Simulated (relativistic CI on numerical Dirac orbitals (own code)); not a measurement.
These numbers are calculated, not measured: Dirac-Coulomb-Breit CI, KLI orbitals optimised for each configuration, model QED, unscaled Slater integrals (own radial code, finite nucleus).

The strongest absorption lines from the ground level of an ion, among the configurations computed and to levels below about 1610 eV (vacuum wavelength in nm, gf): 0.80502 (0.6), 0.99545 (0.57), 0.99937 (3.5), 1.0004 (2.1), 1.0029 (0.91), 1.0100 (1.3), 1.0246 (1.2), 1.0265 (0.6).

**Question.** Which ion is it?
A. Zn23+
B. Se25+
C. Zn21+
D. Fe17+

**Answer.** C. Zn21+ has 9 electrons and the ground level 2s2.2p5 2P°_3/2; the strongest line goes to 2s2.2p4.3d 2D_5/2. The pattern of lines fixes the number of electrons, and along that sequence the line energies rise steadily with the charge (about as its square where n changes within one kind of shell, about linearly where n is kept but much faster in heavy ions where fine structure, which grows about as Z⁴, sets the gap, and irregularly where shells cross), which fixes Z. Configurations outside the model, such as inner-shell arrays, can give stronger lines. At this charge energies of transitions that change n are usually good to better than 1 %, and those within a shell (Δn = 0) to a few per cent.

LS names give the leading component of a level, which can be under half, so a name can repeat, a term be missing and a line seem to break the LS rules.
